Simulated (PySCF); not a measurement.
Compound: C6H10OS.
Structure used (GFN2-xTB), in Å, numbered top down from 1:
```xyz
18
C6H10OS angstrom
C     -1.9988   -1.6112    0.5001
C     -1.4486   -0.4994    0.0418
C     -2.2231    0.7301   -0.3090
C      0.0411   -0.3848   -0.1589
O      0.5033    0.7231    0.6090
C      1.7898    1.0363    0.6736
C      2.8119    0.2098   -0.0363
S      2.2011    2.3467    1.5512
H     -1.4154   -2.4798    0.7544
H     -3.0628   -1.6960    0.6353
H     -1.8470    1.5727    0.2690
H     -3.2803    0.5975   -0.1005
H     -2.0962    0.9680   -1.3649
H      0.5442   -1.3052    0.1575
H      0.2628   -0.2071   -1.2210
H      2.6027    0.1680   -1.1061
H      3.7927    0.6487    0.1196
H      2.8137   -0.8111    0.3489
```

Method: TDDFT PBE0/def2-SVPD, vertical, gas phase, core orbitals frozen in the response in PySCF.

Ground-to-excited transition dipoles (e·a0, same axes as the geometry; the sign carries no meaning), for the states with f of 0.002 or more among the lowest 8:

| state | E (eV) | μx | μy | μz |
| --- | --- | --- | --- | --- |
| S2 | 5.275 | -0.043 | 0.345 | 0.300 |
| S3 | 5.452 | 0.745 | 0.979 | 0.541 |
| S4 | 5.672 | 0.180 | 0.074 | 0.034 |
| S5 | 5.733 | 0.030 | -0.623 | -0.390 |
| S6 | 6.176 | -0.091 | -0.167 | 0.105 |
| S7 | 6.462 | 0.518 | 0.142 | 0.020 |
| S8 | 6.617 | 0.072 | -0.125 | 0.207 |

**Question.** What oscillator strength does each state have?

**Answer.** f = (2/3) ΔE |μ|² with ΔE in hartree (27.2114 eV).

```json
{"state": "S2", "|μ|² (au)": "0.211", "|μ| (D)": "1.17", "f": "0.027"}
{"state": "S3", "|μ|² (au)": "1.806", "|μ| (D)": "3.42", "f": "0.241"}
{"state": "S4", "|μ|² (au)": "0.039", "|μ| (D)": "0.50", "f": "0.005"}
{"state": "S5", "|μ|² (au)": "0.541", "|μ| (D)": "1.87", "f": "0.076"}
{"state": "S6", "|μ|² (au)": "0.047", "|μ| (D)": "0.55", "f": "0.007"}
{"state": "S7", "|μ|² (au)": "0.289", "|μ| (D)": "1.37", "f": "0.046"}
{"state": "S8", "|μ|² (au)": "0.063", "|μ| (D)": "0.64", "f": "0.010"}
```

**Question.** What angle do the transition dipoles of S5 and S7 make?

**Answer.** |cos θ| = |μa·μb| / (|μa| |μb|) = 0.20, so θ ≈ 78° (taken between 0 and 90°, since the signs are arbitrary).

**Question.** How is the summed strength of these states shared among x, y and z?

**Answer.** (2/3) Σ ΔE μα² gives 0.124 for x, 0.209 for y and 0.081 for z, 0.413 in all.

**Question.** What peak molar absorption coefficient would the strongest computed level give as a lone Gaussian band 0.3 eV wide at half height?

**Answer.** ε(max) = 2.175×10⁸ f / FWHM, with the width in cm⁻¹. S3: 2.175×10⁸ × 0.2412 / 2420 ≈ 22000 L mol⁻¹ cm⁻¹.

One conformer stands for the species.
